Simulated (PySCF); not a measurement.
Screening by computed properties: pick the candidate that meets the target.

All species are isolated and taken at one optimised geometry (atoms past krypton carry core potentials, spin–orbit coupling is left out). Electronic properties by PySCF.

Dipoles, sizes and rotational constants follow the conformer. The torsions of the flexible species, by atom-mapped SMILES:
- `[CH2:1]=[CH:2][O:3][C:4](=[O:5])[CH2:6][CH2:7][F:8]`: C1–C2–O3–C4 -179°, C2–O3–C4–O5 0°, O3–C4–C6–C7 179°, C4–C6–C7–F8 180°

(1) Wanted: HOMO energy above -8.3 eV (CAM-B3LYP/def2-SVPD) and HOMO–LUMO gap below 10 eV (CAM-B3LYP/def2-SVPD), at PBE0-D3(BJ)/def2-SVP geometries. Which candidate meets both?
A. `C=COC(=O)CCF`
B. `CS(C)=O`
C. `[NH2][Ta]([NH2])([NH2])=[S]`
D. `N->[Si](<-N)(F)(F)(F)F`

## Answers

(1) B. Computed values:
```csv
species,HOMO energy,HOMO–LUMO gap
N->[Si](<-N)(F)(F)(F)F,-10.73 eV,11.35 eV
C=COC(=O)CCF,-8.95 eV,9.31 eV
[NH2][Ta]([NH2])([NH2])=[S],-8.44 eV,8.65 eV
CS(C)=O,-8.12 eV,9.16 eV
```
